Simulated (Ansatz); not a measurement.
System: CH5BNO2, charge 0, multiplicity 2. It need not be the lowest isomer of its formula. SMILES: [CH2]NB(O)O
Geometry from a B3LYP-D3(BJ)/def2-TZVP (Ansatz, a quantum-chemistry and plane-wave program) optimisation:
```xyz
10

C      1.8460    -0.7063     0.3859
N      0.9293     0.3086     0.1974
B     -0.4662     0.1873    -0.0935
O     -1.1195    -1.0178    -0.1831
O     -1.1694     1.3486    -0.2906
H      1.5961    -1.7044     0.0605
H      2.8742    -0.4512     0.5800
H      1.2822     1.2454     0.3184
H     -0.5873    -1.7820     0.0534
H     -2.1036     1.1866    -0.4523
```
Charge 0, spin multiplicity 2.

Property: atomisation energy (electronic, to ground-state atoms); the coupled-cluster value holds the core correlation from cc-pwCVTZ, in kcal/mol. Valence correlation only, unless marked. UHF or UKS for open shells. Spin-orbit coupling is left out. Non-relativistic. Basis-set limits of correlation are two-point, X^-3; Hartree-Fock from the larger set.

Level to compare with: CCSD(T)/CBS(cc-pVTZ,cc-pVQZ) plus the core term (Ansatz), 979.3 kcal/mol. It is a level with limits of its own, and the differences hold the functionals' basis error too.

Q: Rank these functionals by how close they come to CCSD(T)/CBS(cc-pVTZ,cc-pVQZ), closest first: SVWN5/def2-TZVPD (Ansatz); r2SCAN0/def2-TZVPD (Ansatz); wB97M-V/def2-TZVPD (Ansatz); CAM-B3LYP/def2-TZVPD (Ansatz).

A: wB97M-V/def2-TZVPD (range-separated hybrid meta-GGA with VV10, 980.6 kcal/mol, difference 1.3), CAM-B3LYP/def2-TZVPD (range-separated hybrid, 983.4 kcal/mol, difference 4.1), r2SCAN0/def2-TZVPD (hybrid meta-GGA, 960.7 kcal/mol, difference -18.6), SVWN5/def2-TZVPD (LDA, 1136.6 kcal/mol, difference 157.3)
